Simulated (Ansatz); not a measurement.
Basis-set series for C2H9NSi (`CCN[SiH3]`). Charge 0, multiplicity 1. The geometry is a stationary point of PBE0-D4/def2-TZVP. It is one conformer, not always the lowest.

```tsv
functional	basis	functions	energy (Eh)	HOMO (eV)	LUMO (eV)
PBE0-D4	def2-SVP	105	-425.40674	-6.63	1.10
PBE0-D4	def2-QZVPP	511	-425.68108	-6.80	0.29
ωB97M-V	def2-SVP	105	-425.57688	-8.95	2.90
ωB97M-V	def2-QZVPP	511	-425.86007	-9.13	1.55
```

Give the rows for def2-TZVPP. (Best estimate.)

Computed: 
```json
{"functional": "PBE0-D4", "basis": "def2-TZVPP", "functions": "261", "energy (Eh)": "-425.66279", "HOMO (eV)": "-6.77", "LUMO (eV)": "0.52"}
{"functional": "ωB97M-V", "basis": "def2-TZVPP", "functions": "261", "energy (Eh)": "-425.84274", "HOMO (eV)": "-9.11", "LUMO (eV)": "2.06"}
```

Positive LUMOs are unbound and depend on the basis.
